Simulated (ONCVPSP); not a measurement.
**Building the ONCV potential for Mn (Z = 25) (PW91, scalar-relativistic).**

The input file (ONCVPSP 4.0.1):

```
# ATOM AND REFERENCE CONFIGURATION
# atsym  z   nc   nv     iexc    psfile
  Mn 25.00    3    4  -109134      upf
#
#   n    l    f
    1    0    2.00
    2    0    2.00
    2    1    6.00
    3    0    2.00
    3    1    6.00
    3    2    5.00
    4    0    2.00
#
# PSEUDOPOTENTIAL AND OPTIMIZATION
# lmax
    2
#
#   l,   rc,      ep,       ncon, nbas, qcut
    0    1.60    0.00    5    9    6.50
    1    1.20    0.00    4    7   13.70
    2    1.45    0.00    4    9   11.40
#
# LOCAL POTENTIAL
# lloc, lpopt,  rc(5),   dvloc0
    4    5    1.05   -1.00
#
# VANDERBILT-KLEINMAN-BYLANDER PROJECTORs
# l, nproj, debl
    0    2    3.90
    1    2    2.00
    2    2    0.80
#
# MODEL CORE CHARGE
# icmod, fcfact, rcfact
    3    3.50    1.25
#
# LOG DERIVATIVE ANALYSIS
# epsh1, epsh2, depsh
   -5.00    5.00    0.04
#
# OUTPUT GRID
# rlmax, drl
    6.00    0.01
#
# TEST CONFIGURATIONS
# ncnf
    4
# nvcnf
#   n    l    f
    4
    3    0    2.00
    3    1    6.00
    3    2    5.00
    4    0    1.00
#
    4
    3    0    2.00
    3    1    6.00
    3    2    5.00
    4    0    0.00
#
    4
    3    0    2.00
    3    1    6.00
    3    2    4.00
    4    0    0.00
#
    5
    3    0    2.00
    3    1    6.00
    3    2    4.00
    4    0    2.00
    4    1    1.00
#
```

Command:

```bash
oncvpsp.x < Mn.dat > Mn.out
```

Resulting log (shortened: citation, most of the input echo, consistency checks and plot data are left out):

```
ONCVPSP  (Optimized Norm-Conservinng Vanderbilt PSeudopotential)
scalar-relativistic version 4.0.1

#   n    l    f        energy (Ha)
    1    0    2.00    -2.3633934E+02
    2    0    2.00    -2.7346079E+01
    2    1    6.00    -2.3171604E+01
    3    0    2.00    -3.1559993E+00
    3    1    6.00    -2.0079059E+00
    3    2    5.00    -2.5147605E-01
    4    0    2.00    -1.8961176E-01

Reference configufation results
  iterations    30
  all-electron total energy (Ha)   -1.15861592D+03

Begin loop to  construct optimized pseudo wave functions
and semi-local pseudopoentials for all angular momenta

Calculating optimized projector #   1

 for l=   0

    Fraction of norm inside rc  0.975365
    Optimizing pswf for qcut=   6.49 a_B^-1,  ecut=  21.06 Ha
    Residual kinetic energy error=  9.71D-05 Ha

    Energy error per electron        Cutoff
         Ha          eV             Ha
         0.01000     0.27211        8.18
         0.00100     0.02721       10.87
         0.00010     0.00272       20.95
         0.00001     0.00027       82.53

Calculating optimized projector #   2

 for l=   0

    Fraction of norm inside rc  0.067253
    Optimizing pswf for qcut=   6.49 a_B^-1,  ecut=  21.06 Ha
    Residual kinetic energy error=  8.39D-05 Ha

    Energy error per electron        Cutoff
         Ha          eV             Ha
         0.01000     0.27211        6.12
         0.00100     0.02721        9.27
         0.00010     0.00272       20.45
         0.00001     0.00027       65.74

WARNING wellstate: negative energy specified for n= 4 l=  1
WARNING scattering state with energy  0.25000000
WARNING will be used for the first projector

   Wellstate for l =  1  n =  4
     eigenvalue =   0.2500
     asymptotic potential =   0.7500
     half-point radius =  3.3075

Calculating optimized projector #   1

 for l=   1

    Fraction of norm inside rc  0.814387
    Optimizing pswf for qcut=  13.69 a_B^-1,  ecut=  93.65 Ha
    Residual kinetic energy error=  4.90D-08 Ha

    Energy error per electron        Cutoff
         Ha          eV             Ha
         0.01000     0.27211       22.56
         0.00100     0.02721       28.54
         0.00010     0.00272       50.24
         0.00001     0.00027       65.15

Calculating optimized projector #   2

 for l=   1

    Fraction of norm inside rc  0.055348
    Optimizing pswf for qcut=  13.69 a_B^-1,  ecut=  93.65 Ha
    Residual kinetic energy error=  3.74D-09 Ha

    Energy error per electron        Cutoff
         Ha          eV             Ha
         0.01000     0.27211       17.87
         0.00100     0.02721       24.59
         0.00010     0.00272       31.63
         0.00001     0.00027       59.53

   Wellstate for l =  2  n =  4
     eigenvalue =   0.5485
     asymptotic potential =   1.0485
     half-point radius =  4.1948

Calculating optimized projector #   1

 for l=   2

    Fraction of norm inside rc  0.717200
    Optimizing pswf for qcut=  11.40 a_B^-1,  ecut=  64.96 Ha
    Residual kinetic energy error=  6.48D-07 Ha

    Energy error per electron        Cutoff
         Ha          eV             Ha
         0.01000     0.27211       39.67
         0.00100     0.02721       47.84
         0.00010     0.00272       54.20
         0.00001     0.00027       59.11

Calculating optimized projector #   2

 for l=   2

    Fraction of norm inside rc  0.104339
    Optimizing pswf for qcut=  11.40 a_B^-1,  ecut=  64.96 Ha
    Residual kinetic energy error=  4.30D-07 Ha

    Energy error per electron        Cutoff
         Ha          eV             Ha
         0.01000     0.27211       35.55
         0.00100     0.02721       45.41
         0.00010     0.00272       52.61
         0.00001     0.00027       58.39

Construct Vanderbilt / Kleinmman-Bylander projectors

B matrix Hermiticity error, ll=   0
   1   2    2.5006E-04

  Orthonormal projector coefficients  9.1040E+00  1.7685E+00

B matrix Hermiticity error, ll=   1
   1   2    2.3826E-04

  Orthonormal projector coefficients  4.6441E+00  7.5383E-01

B matrix Hermiticity error, ll=   2
   1   2    6.9050E-05

  Orthonormal projector coefficients -6.1846E+00 -1.8196E+00

Model core correction analysis
  based on d2Exc/dn_idn_j

d2excae - all-electron derivatives

   -4.252411D-02   -3.924875D-02   -2.759423D-02   -2.081717D-03
   -3.924902D-02   -3.739047D-02   -2.724675D-02   -2.507877D-03
   -2.759474D-02   -2.724705D-02   -2.476001D-02   -7.650487D-03
   -2.081623D-03   -2.507652D-03   -7.648369D-03   -3.070028D-02

d2excps - pseudofunction derivatives with no core correction

   -5.269481D-02   -4.047028D-02   -2.853641D-02   -3.006417D-03
   -4.047182D-02   -3.905286D-02   -3.001537D-02   -2.589687D-03
   -2.853686D-02   -3.001563D-02   -2.667351D-02   -7.573364D-03
   -3.006981D-03   -2.589468D-03   -7.571247D-03   -3.076749D-02

rms 2nd derivative error    2.869041E-03

rmatch, rhocmatch    0.4388   34.4419

Teter function model core charge with specified parameters

d2excps - pseudofunction derivatives with core correction

   -4.158012D-02   -3.797047D-02   -2.799145D-02   -2.192177D-03
   -3.797047D-02   -3.796022D-02   -2.967818D-02   -2.413287D-03
   -2.799165D-02   -2.967840D-02   -2.655615D-02   -7.535375D-03
   -2.192079D-03   -2.413056D-03   -7.533254D-03   -3.070777D-02

rms 2nd derivative error    1.115740E-03

Pseudoatom total energy -103.921180

Diagnostic tests using Vanderbilt-Kleinman-Bylander pseudopotentials
  1 or more projectors used as specified by nproj input data

   l    rcore       rmatch      e in        delta e   norm test  slope test

   0   1.6070064   1.6557986  -3.1559993   0.0000032   1.0001685   1.0001485
   0   1.6070064   1.6557986  -0.1896118   0.0000022   1.0000240   1.0000184

   1   1.2059090   1.2425230  -2.0079059  -0.0000080   1.0001401   1.0001640
   1   1.2059090   1.2425230   0.2500000   0.0000261   1.0003210   1.0003210

   2   1.4516166   1.4956908  -0.2514760  -0.0000025   1.0000892   1.0000957
   2   1.4516166   1.4956908   0.5485239  -0.0000015   1.0001943   1.0001943

 Testing for bound ghosts
   n   l    E NL Schr. Eq   E Basis Diag.   E Cutoff

   1   0       -3.155996       -3.155996    135.98
   2   0       -0.189610       -0.128505    135.98

   2   1       -2.007914       -2.007722    153.26

   3   2       -0.251479       -0.246837    210.31

 Testing for highly-localized positive-energy ghosts
       l    <radius>/rc     E Basis Diag.   E Cutoff

Test configuration 0

   n   l     f        eae           eps        diff
   1   0  2.0000 -236.33934444
   2   0  2.0000  -27.34607917
   2   1  6.0000  -23.17160440
   3   0  2.0000   -3.15599928   -3.15599611    3.17D-06
   3   1  6.0000   -2.00790595   -2.00791392   -7.97D-06
   3   2  5.0000   -0.25147605   -0.25147853   -2.48D-06
   4   0  2.0000   -0.18961176   -0.18960956    2.20D-06

    Total energies and differences
      AE_ref= -1.15861592D+03  AE_tst= -1.15861592D+03  dif=  0.00D+00
      PS_ref= -1.03921180D+02  PS_tst= -1.03921180D+02  dif= -7.11D-14
      PSP excitation error=  7.11D-14

Test configuration 1

   n   l     f        eae           eps        diff
   1   0  2.0000 -236.64492596
   2   0  2.0000  -27.64480882
   2   1  6.0000  -23.47091824
   3   0  2.0000   -3.45893427   -3.45934134   -4.07D-04
   3   1  6.0000   -2.31130686   -2.31144319   -1.36D-04
   3   2  5.0000   -0.55113667   -0.55137046   -2.34D-04
   4   0  1.0000   -0.43862295   -0.43858234    4.06D-05

    Total energies and differences
      AE_ref= -1.15861592D+03  AE_tst= -1.15830447D+03  dif=  3.11D-01
      PS_ref= -1.03921180D+02  PS_tst= -1.03609714D+02  dif=  3.11D-01
      PSP excitation error= -9.41D-06

Test configuration 2

   n   l     f        eae           eps        diff
   1   0  2.0000 -237.00389514
   2   0  2.0000  -27.99370601
   2   1  6.0000  -23.82066406
   3   0  2.0000   -3.81197820   -3.81331828   -1.34D-03
   3   1  6.0000   -2.66438572   -2.66488126   -4.96D-04
   3   2  5.0000   -0.89697742   -0.89763743   -6.60D-04

    Total energies and differences
      AE_ref= -1.15861592D+03  AE_tst= -1.15772966D+03  dif=  8.86D-01
      PS_ref= -1.03921180D+02  PS_tst= -1.03034914D+02  dif=  8.86D-01
      PSP excitation error= -4.65D-06

Test configuration 3

   n   l     f        eae           eps        diff
   1   0  2.0000 -237.69701223
   2   0  2.0000  -28.71139925
   2   1  6.0000  -24.53617521
   3   0  2.0000   -4.47885995   -4.48168016   -2.82D-03
   3   1  6.0000   -3.32151914   -3.32168578   -1.67D-04
   3   2  4.0000   -1.51827124   -1.51616211    2.11D-03

    Total energies and differences
      AE_ref= -1.15861592D+03  AE_tst= -1.15653090D+03  dif=  2.09D+00
      PS_ref= -1.03921180D+02  PS_tst= -1.01836456D+02  dif=  2.08D+00
      PSP excitation error=  2.95D-04

Test configuration 4

   n   l     f        eae           eps        diff
   1   0  2.0000 -236.61495251
   2   0  2.0000  -27.65105383
   2   1  6.0000  -23.47381998
   3   0  2.0000   -3.42348273   -3.42334071    1.42D-04
   3   1  6.0000   -2.26773886   -2.26689301    8.46D-04
   3   2  4.0000   -0.48043888   -0.47779417    2.64D-03
   4   0  2.0000   -0.26616365   -0.26629291   -1.29D-04
   4   1  1.0000   -0.09763260   -0.09765064   -1.80D-05

    Total energies and differences
      AE_ref= -1.15861592D+03  AE_tst= -1.15832784D+03  dif=  2.88D-01
      PS_ref= -1.03921180D+02  PS_tst= -1.03634139D+02  dif=  2.87D-01
      PSP excitation error=  1.04D-03
```

The run took about 3.5 s on one core of a shared server CPU.
